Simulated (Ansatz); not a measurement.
A nudged elastic band was laid between two geometries of CH6INOSi (11 atoms, charge 0, multiplicity 1).

The calculation used RKS CAM-B3LYP-D4/def2-SVP in Ansatz.

```json
{"movable images": "7", "climbing image": "yes", "spring": "5.0 eV/Å²", "optimiser": "quadratic models (default)", "start path": "straight line", "force threshold": "0.05 eV/Å", "iteration limit": "44", "end points": "relaxed"}
```

Image 0:

```xyz
11
Properties=species:S:1:pos:R:3
N -1.194 0.740 -1.062
C -0.094 -0.216 -1.081
Si 0.787 -0.417 0.562
O -0.405 -0.756 1.658
I 1.851 1.733 1.173
H -1.857 0.500 -0.327
H -0.852 1.676 -0.849
H 0.631 0.061 -1.864
H -0.477 -1.209 -1.377
H 1.878 -1.426 0.588
H -0.202 -0.743 2.599
```

Image 8:

```xyz
11
Properties=species:S:1:pos:R:3
N -1.284 0.542 -0.204
C -0.226 -0.240 -0.852
Si 1.109 -0.445 0.464
O 0.259 -0.675 1.855
I 2.410 1.660 0.532
H -2.162 0.487 -0.716
H -1.027 1.528 -0.162
H 0.142 0.164 -1.813
H -0.613 -1.252 -1.057
H 2.083 -1.537 0.256
H -0.627 -0.289 1.716
```

Task: Which bonds break or form, and what moves?

Result: No bond is made or broken. The height of N1 over the plane of its neighbours goes from 0.38 to -0.37 Å.

Task: What energy profile does the band end with?

Result: The forces met the threshold. The highest image is number 5 of 0 to 8, 4.3 kcal/mol above the first end and 6.3 kcal/mol above the last; the last end lies 2.1 kcal/mol below the first. Another band between the same ends (7 images) ends at a top of the same energy, where a vibrational analysis finds 1 clearly imaginary mode.

| image | path coordinate (Å) | energy (kcal/mol) | height of N1 over the plane of its neighbours (Å) |
| --- | --- | --- | --- |
| 0 | 0.00 | 0.0 | 0.38 |
| 1 | 0.37 | 0.4 | 0.39 |
| 2 | 0.75 | 1.2 | 0.38 |
| 3 | 1.12 | 1.6 | 0.37 |
| 4 | 1.50 | 2.4 | 0.33 |
| 5 | 1.87 | 4.3 | 0.08 |
| 6 | 2.16 | 0.9 | -0.21 |
| 7 | 2.45 | -1.7 | -0.36 |
| 8 | 2.73 | -2.1 | -0.37 |

Task: What is the geometry of the highest image?

Result: 
```xyz
11
Properties=species:S:1:pos:R:3:forces:R:3
N -1.205 0.691 -0.591 0.00 -0.02 0.00
C -0.155 -0.230 -0.960 -0.01 0.01 -0.01
Si 1.031 -0.461 0.485 0.00 -0.01 0.03
O 0.138 -0.806 1.834 0.00 0.02 -0.03
I 2.210 1.701 0.773 0.00 0.00 0.00
H -2.136 0.359 -0.397 0.00 0.01 0.00
H -0.975 1.633 -0.311 0.00 0.00 0.00
H 0.366 0.065 -1.890 0.00 0.00 0.00
H -0.602 -1.216 -1.170 0.00 0.00 0.00
H 2.067 -1.509 0.359 0.00 0.00 0.00
H -0.673 -0.284 1.890 0.00 -0.01 0.02
```

Run time: 9.7 min on 2 threads of Arm Neoverse V1 (shared host), peak memory 0.37 GiB.
